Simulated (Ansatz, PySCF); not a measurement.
Sb(Br)2(Me) (CH3Br2Sb), SMILES [CH3][Sb]([Br])[Br]. Atoms are numbered in the order given.

```xyz
7

Sb    -0.3478     0.0973     0.7815
Br     0.0481    -2.0257    -0.5378
Br     1.0715     1.7152    -0.5495
C     -2.1644     0.5909    -0.2736
H     -2.9468    -0.1285     0.0086
H     -1.9745     0.5355    -1.3535
H     -2.4711     1.6101     0.0031
```

The structure is a stationary point at PBE0-D3(BJ)/def2-SVP. The structure was generated by enumeration; whether it is a known compound was not checked. The def2 effective core potentials stand for the cores of Sb; spin–orbit coupling is left out.

Two levels are set side by side: PBE-D3(BJ)/def2-SVP (Ansatz, a first-principles code) and PBE0-D3(BJ)/def2-SVP (Ansatz). Each level has its own optimised geometry; the coordinates shown are those of the second. Frequencies come from the Hessian of PySCF at each geometry. Differences are taken from unrounded values.

```json
[
 {"quantity": "mean bond length (Å)", "PBE0-D3(BJ)": "1.753", "PBE-D3(BJ)": "1.770", "PBE-D3(BJ) minus PBE0-D3(BJ)": "0.017"},
 {"quantity": "bond Sb1–Br2 (Å)", "PBE0-D3(BJ)": "2.531", "PBE-D3(BJ)": "2.557", "PBE-D3(BJ) minus PBE0-D3(BJ)": "0.027"},
 {"quantity": "bond Sb1–Br3 (Å)", "PBE0-D3(BJ)": "2.531", "PBE-D3(BJ)": "2.557", "PBE-D3(BJ) minus PBE0-D3(BJ)": "0.027"},
 {"quantity": "bond Sb1–C4 (Å)", "PBE0-D3(BJ)": "2.158", "PBE-D3(BJ)": "2.185", "PBE-D3(BJ) minus PBE0-D3(BJ)": "0.027"},
 {"quantity": "bond C4–H5 (Å)", "PBE0-D3(BJ)": "1.100", "PBE-D3(BJ)": "1.108", "PBE-D3(BJ) minus PBE0-D3(BJ)": "0.008"},
 {"quantity": "bond C4–H6 (Å)", "PBE0-D3(BJ)": "1.098", "PBE-D3(BJ)": "1.106", "PBE-D3(BJ) minus PBE0-D3(BJ)": "0.008"},
 {"quantity": "bond C4–H7 (Å)", "PBE0-D3(BJ)": "1.100", "PBE-D3(BJ)": "1.108", "PBE-D3(BJ) minus PBE0-D3(BJ)": "0.008"},
 {"quantity": "highest harmonic wavenumber (cm⁻¹)", "PBE0-D3(BJ)": "3208", "PBE-D3(BJ)": "3121", "PBE-D3(BJ) minus PBE0-D3(BJ)": "-87"},
 {"quantity": "mean harmonic wavenumber (cm⁻¹)", "PBE0-D3(BJ)": "1105", "PBE-D3(BJ)": "1067", "PBE-D3(BJ) minus PBE0-D3(BJ)": "-38"},
 {"quantity": "zero-point energy (kcal/mol)", "PBE0-D3(BJ)": "23.70", "PBE-D3(BJ)": "22.88", "PBE-D3(BJ) minus PBE0-D3(BJ)": "-0.83"}
]
```

Exact exchange shortens and stiffens bonds; PBE has none. Differences between two approximate levels are no errors against the true value.
